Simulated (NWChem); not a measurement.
Molecule: selenophene (C$_{4}$H$_{4}$Se); SMILES c1cc[se]c1

```xyz
9

C      0.0000     0.7145    -1.6729
C      0.0000    -0.7145    -1.6729
C      0.0000    -1.2837    -0.4311
Se     0.0000     0.0000     0.9061
C      0.0000     1.2837    -0.4311
H      0.0000     1.3077    -2.5900
H      0.0000    -1.3077    -2.5900
H      0.0000    -2.3461    -0.1892
H      0.0000     2.3461    -0.1892
```
Atoms are numbered in this order, from 1.

Computed with NWChem. Pople sets run with spherical d functions. Structure relaxed at the PBE0/def2-SVP level.

**Question.** Taking B3LYP/6-311G** as the yardstick, which of these has the fewest basis functions while keeping “dipole (D)” within 0.1 D of it: B3LYP/STO-3G; B3LYP/6-31G*; B3LYP/3-21G?

**Answer.** none of them.
| level | basis functions | dipole (D) |
|---|---|---|
| B3LYP/STO-3G | 42 | 0.02 |
| B3LYP/3-21G | 66 | 0.11 |
| B3LYP/6-31G* | 96 | 0.47 |
| B3LYP/6-311G** | 140 | 0.31 |

The yardstick is one finite set, not the basis-set limit.
